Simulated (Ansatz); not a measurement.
Single points on Mg7O7⁻.

```yaml
crystal:
  periodic: [false, false, false]
  atoms:
    - {symbol: Mg, position_ang: [-0.057721, -0.883316, -0.677408]}
    - {symbol: Mg, position_ang: [0.772698, -0.021750, 1.784692]}
    - {symbol: Mg, position_ang: [-1.400194, 0.472843, -2.977093]}
    - {symbol: Mg, position_ang: [0.076658, 2.743553, 1.929993]}
    - {symbol: Mg, position_ang: [1.098906, -3.592937, 0.230064]}
    - {symbol: Mg, position_ang: [-0.269574, -3.143198, -2.681490]}
    - {symbol: Mg, position_ang: [-0.974027, 2.406060, -0.706012]}
    - {symbol: O, position_ang: [0.884898, 1.417713, 2.973448]}
    - {symbol: O, position_ang: [1.553916, -1.568637, 0.533232]}
    - {symbol: O, position_ang: [-0.770106, 3.746054, 0.600070]}
    - {symbol: O, position_ang: [0.525307, 1.013682, -0.141545]}
    - {symbol: O, position_ang: [-0.889463, 0.628813, 0.445521]}
    - {symbol: O, position_ang: [0.147873, -1.952893, 1.139723]}
    - {symbol: O, position_ang: [-0.699171, -1.265976, -2.453204]}
basis:
  gaussian: {orbitals: def2-SVP, initial_orbitals: start.molden}
total_charge: -1
magnetization: {spin_polarized: true, initial_magnetization: 1}
hamiltonian: {xc: pbe0, dispersion: d4}
scf: {omitted_lower_state_checks: [starts]}
output: {orbitals: {seedname: orbitals}}
```

The file start.molden holds the orbitals of an earlier run on this structure, at another level or in another basis.

```sh
$ ansatz run in.yaml --threads 4 --pin off --events-out ev --progress --plain --max-ram 6963MiB
```

Shortened log:

```
Functional definition: PBE0
  name "PBE0"
  cite "Adamo & Barone, J. Chem. Phys. 110, 6158 (1999) doi:10.1063/1.478522"
  cite "Perdew, Burke & Ernzerhof, Phys. Rev. Lett. 77, 3865 (1996) doi:10.1103/PhysRevLett.77.3865"
  parent pbe
  parameter a = 0.25
  parameter kappa = 0.804
  parameter beta = 0.06672455060314922
  exchange = (1 - a)*pbe_x(kappa = kappa, mu = beta*pi^2/3) + a*exact_x
  correlation = pbe_c(beta = beta)
these checks for a lower state are left out or cut short: starts
1926 factors; integrals over basis functions are off by at most 8.7e-4 eV
mean field evaluation 1: about -52389.7688 eV, gradient 7.7e0 eV
mean field evaluation 2: about -52390.1395 eV, gradient 4.9e-1 eV
mean field evaluation 4: about -52391.1128 eV, gradient 2.2e-2 eV
mean field evaluation 8: about -52391.1133 eV, gradient 1.2e-5 eV
mean field -52391.11334347 eV, -1925.3379034006 hartree, gradient 4.0e-5 eV, S^2 0.824916; 0 other end points of the search recorded, 0 dependent functions left out
reference -52391.11339020 eV, -1925.3379051179 hartree; 71, 70 occupied and 153, 154 virtual orbitals, 1926 factors
Total energy: -52391.67013134 eV, -1925.3583649773 hartree
Checks for a lower state left out: starts
```

Run time 44 s (4 threads of Arm Neoverse V2 on a shared host), peak host memory 1.5 GiB.

The first input with `hamiltonian: {xc: pbe, dispersion: d4}`, `output: {forces: true, orbitals: {seedname: orbitals}}` (abridged; 17 s):

```
Functional definition: PBE
mean field -52389.03472924 eV, -1925.2615157365 hartree, gradient 2.6e-5 eV, S^2 0.786892
Total energy: -52389.67071708 eV, -1925.2848878583 hartree
Atom 0 force     0.002119    -0.008934    -0.005594 eV/Å
Atom 1 force    -0.000944     0.004157     0.003455 eV/Å
Atom 2 force    -0.003129     0.003476    -0.002863 eV/Å
Atom 3 force    -0.000664     0.010090     0.003246 eV/Å
Atom 4 force     0.003379    -0.007521     0.005724 eV/Å
Atom 5 force    -0.003657     0.010056    -0.002429 eV/Å
Atom 6 force    -0.002592     0.008487    -0.005867 eV/Å
Atom 7 force     0.000958    -0.008107    -0.002719 eV/Å
Atom 8 force    -0.018989     0.002477     0.004838 eV/Å
Atom 9 force    -0.003909     0.003666     0.000507 eV/Å
Atom 10 force     0.002710     0.000676     0.003235 eV/Å
Atom 11 force     0.012487    -0.009700     0.006098 eV/Å
Atom 12 force     0.010486     0.003524    -0.006712 eV/Å
Atom 13 force     0.001745    -0.012347    -0.000920 eV/Å
Dipole moment:    -0.038632    -0.463706    -0.384230 e Å
Checks for a lower state left out: starts
```

As the first input, with `hamiltonian: {xc: r2scan, dispersion: d4}` (abridged; 1.8 min):

```
Functional definition: r2SCAN
mean field -52415.44095641 eV, -1926.2319266861 hartree, gradient 1.7e-5 eV, S^2 0.837128
Total energy: -52415.60738846 eV, -1926.2380429513 hartree
Checks for a lower state left out: starts
```

Geometry: PBE-D4/def2-SVP.

The structure holds 2 bond(s) between oxygen atoms. Another isomer (doublet) lies 7.93 eV lower at PBE0-D4/def2-SVP; other spin states weren't run for this one.
